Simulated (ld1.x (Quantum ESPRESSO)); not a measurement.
Which change was made? (N, RRKJ)

- Element: N (Z = 7)
- Generator: ld1.x (Quantum ESPRESSO) 7.5
- Type: norm-conserving RRKJ (Kleinman–Bylander form)
- Functional: LDA (PZ)
- Relativity: scalar-relativistic
- Frozen core: [He]
- Valence charge: 5
- Reference configuration: 2s2 2p3
- Partial waves: 2p (bound): rc 2.55 bohr; 2s (bound): rc 0.80 bohr
- Local potential: the s channel
- Core correction: none

Cutoffs, loose and tight: the cutoffs (Ry, on a coarse ladder) from which the occupation-weighted sum of valence levels, in a spherical-Bessel basis at the reference potential, stays within 10 and 1 mRy of its value at 400 Ry. They do not see the model core or the augmentation charge, which bear on the density cutoff. Test errors are all-electron minus pseudo excitation energies from the reference, over the configurations 2s2 2p2; 2s2 2p1; 2s2 2p0; 2s2 2p2.5; 2s1 2p4; 2s1 2p3; 2s2 2p3.3 (two spin-polarised tests are not counted in the largest error); variants that change the core or the reference have their own tests.

The base gives: outcome: generated; cutoff, loose: 55 Ry; cutoff, tight: 140 Ry; bound ghosts: none; largest test error (meV): +4797.

Problem. After one change the result is: outcome: generated; cutoff, loose: 230 Ry; cutoff, tight: over 300 Ry; bound ghosts: none; largest test error (meV): +4843. Which change was it?
A. wave 2s (bound): rc 0.80 bohr becomes 2s (bound): rc 0.58 bohr
B. wave 2s (bound): rc 0.80 bohr becomes 2s (bound): rc 1.10 bohr
C. wave 2s (bound): rc 0.80 bohr becomes 2s (bound): rc 0.72 bohr

Solution. A. The others give: wave 2s (bound): rc 0.80 bohr becomes 2s (bound): rc 0.72 bohr → outcome: generated; cutoff, loose: 120 Ry; cutoff, tight: 260 Ry; bound ghosts: none; largest test error (meV): +4803 | wave 2s (bound): rc 0.80 bohr becomes 2s (bound): rc 1.10 bohr → outcome: generated; cutoff, loose: 45 Ry; cutoff, tight: 110 Ry; bound ghosts: none; largest test error (meV): +4819.
